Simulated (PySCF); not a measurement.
# From computed data to an observable: chemical shift, span and skew from a shielding tensor

C3H7BF2O, SMILES CC[C@@H](F)B(O)F. Atoms are numbered in the order given.

```xyz
14

C     -1.9708     0.8717     0.1008
C     -1.0418     0.3475     1.1948
C      0.0588    -0.5688     0.6584
F     -0.5319    -1.7108     0.1135
B      1.0096     0.1182    -0.4196
O      1.5391     1.3515    -0.2605
F      1.3354    -0.5320    -1.5285
H     -2.4068     0.0310    -0.4589
H     -2.7939     1.4691     0.5209
H     -1.4257     1.5080    -0.6168
H     -0.5693     1.1859     1.7406
H     -1.6207    -0.2107     1.9495
H      0.6854    -0.9041     1.5104
H      1.2618     1.8010     0.5463
```
Charge 0, spin multiplicity 1.

Geometry optimised at B3LYP-D3(BJ)/def2-SVP. The structure was generated by enumeration; whether it is a known compound was not checked. Other conformers were not sampled.

GIAO shieldings from PBE/pcSseg-1 (PySCF), non-relativistic, no solvent. The symmetric part of the tensor of C1 has the principal values 151.9, 170.9, 181.5 ppm. The same nucleus in TMS has σ = 182.0 ppm at this level (PySCF, at its B3LYP-D3(BJ)/def2-TZVP geometry).

Question: Work out the isotropic shielding, the ¹³C shift against TMS, the span and the skew.

Answer: 
σ(iso) = (σ11 + σ22 + σ33)/3 = 168.1 ppm. δ = σ(ref) − σ(iso) = 182.0 − (168.1) = 13.9 ppm.
Span Ω = σ33 − σ11 = 29.6 ppm. Skew κ = 3(σ(iso) − σ22)/Ω = -0.28. Tumbling in solution averages the tensor to δ; in a static solid the shielding alone would spread this spin-1/2 line over Ω.
